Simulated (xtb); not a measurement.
C₄H₄Cl₂, SMILES Cl/C=C\C=C/Cl. All values are semi-empirical tight-binding results from xtb (GFN2-xTB unless named), good for trends rather than for accurate numbers. Geometry: GFN2-xTB. The values are those of a single conformer.

Optimised geometry:

Bonded distances (Å): Cl1–C2 1.716, C2–C3 1.334, C2–H7 1.078, C3–C4 1.438, C3–H8 1.081, C4–C5 1.334, C4–H9 1.081, C5–Cl6 1.716, C5–H10 1.078. Bond angles (°): Cl1–C2–C3 123.8, Cl1–C2–H7 113.3, C3–C2–H7 122.8, C2–C3–C4 125.2, C2–C3–H8 117.9, C4–C3–H8 117.0, C3–C4–C5 125.2, C3–C4–H9 117.0, C5–C4–H9 117.9, C4–C5–Cl6 123.8, C4–C5–H10 122.8, Cl6–C5–H10 113.3.
Charge 0, spin multiplicity 1.

Computed properties:
| Item | Value |
|---|---|
| point group as xtb finds it | C2h |
| orbital gap | 3.10 eV |
| dipole moment | 0.00 D |
| zero-point energy | 40.8 kcal/mol |
| G − E(el) at 298.15 K (modified RRHO) | 21.2 kcal/mol |
| static polarisability (D4 model) | 74.9 bohr³ |
| solvation energy, GFN2-xTB/ALPB(water) | -2.1 kcal/mol |
| solvation energy, GFN2-xTB/ALPB(toluene) | -5.1 kcal/mol |

Problem. Give the atomic charges and the Wiberg bond orders between heavy atoms. (An estimate is asked for; the answer gives what the named calculation found.)

Solution. charges (e) Cl1 -0.15, C2 0.04, C3 -0.03, C4 -0.03, C5 0.04, Cl6 -0.15, H7 0.07, H8 0.07, H9 0.07, H10 0.07. Bond orders Cl1–C2 1.01, C2–C3 1.79, C3–C4 1.14, C4–C5 1.79, C5–Cl6 1.01.
